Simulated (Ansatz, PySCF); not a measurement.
CH5BrFNSi, singlet, geometry from GFN2-xTB, with bond 7-1 at 1.8 times its length. Base run: PySCF with CASSCF(2,4)/STO-3G.

Here is a job for PySCF.
```python
from pyscf import gto, scf, mcscf
import numpy

mol = gto.Mole()
mol.atom = '''
    C     1.938482    0.892163    0.833872
    Si    0.292399   -0.026623    0.762942
    N    -0.998226    0.418009    1.786731
    F     0.568604   -1.571446    1.102298
    Br   -0.519657    0.044709   -1.286915
    H     1.824061    1.941098    0.573984
    H     3.234737    0.116782   -0.410341
    H     2.369244    0.842049    1.830304
    H    -0.981648    0.177437    2.762192
    H    -1.536615    1.249901    1.620696
'''
mol.basis = 'sto-3g'
mol.charge = 0
mol.spin = 0
mol.verbose = 3
mol.build()

mf = scf.RHF(mol)
mf.kernel()
mc = mcscf.CASSCF(mf, 4, 2)
mc.fix_spin_(ss=0.0)
mc.kernel()
occ = numpy.linalg.eigvalsh(mc.fcisolver.make_rdm1(mc.ci, mc.ncas, mc.nelecas))[::-1]
ss = mc.fcisolver.spin_square(mc.ci, mc.ncas, mc.nelecas)[0]
print('natural occupations', occ.round(4), ' <S^2>', round(ss, 4))
```

Programs used: Ansatz (a first-principles code), PySCF; a row that names a program was run with it.

Variants of this job, named by their change:

```
change                                                ΔE vs base (kcal/mol)                      natural occupations  <S^2> of the state
----------------------------------------------------  ---------------------  ---------------------------------------  ------------------
base                                                                  0.000                      1.72 0.28 0.00 0.00                0.00
active space = 6 electrons, 4 orbitals                               -0.111                      2.00 2.00 1.72 0.28                0.00
orbitals = fixed (CASCI); correction = SC-NEVPT2                      -71.8                      1.97 0.03 0.00 0.00                0.00
code = ansatz; correction = SC-NEVPT2, all electrons                  -85.4                                        -                   -
correction = SC-NEVPT2                                                -85.4                      1.72 0.28 0.00 0.00                0.00
code = ansatz                                                         0.007                                        -                   -
orbitals = fixed (CASCI)                                              46.33                      1.97 0.03 0.00 0.00                0.00
state_average = 2 states                                              55.54                                        -                   -
active space = 6 electrons, 6 orbitals                               -15.85            1.98 1.98 1.73 0.27 0.03 0.01                0.00
fix_spin_ = off                                                       0.000                      1.72 0.28 0.00 0.00                0.00
active space = 8 electrons, 8 orbitals                               -26.61  1.99 1.98 1.97 1.73 0.27 0.03 0.02 0.01                0.00
```

Active orbitals are taken around the Fermi level unless the row says otherwise; CASSCF can end in different local minima, and two programs can end on different orbitals. State-averaged rows give the lowest state.

Ansatz warned in this series: the state or the total is in doubt.
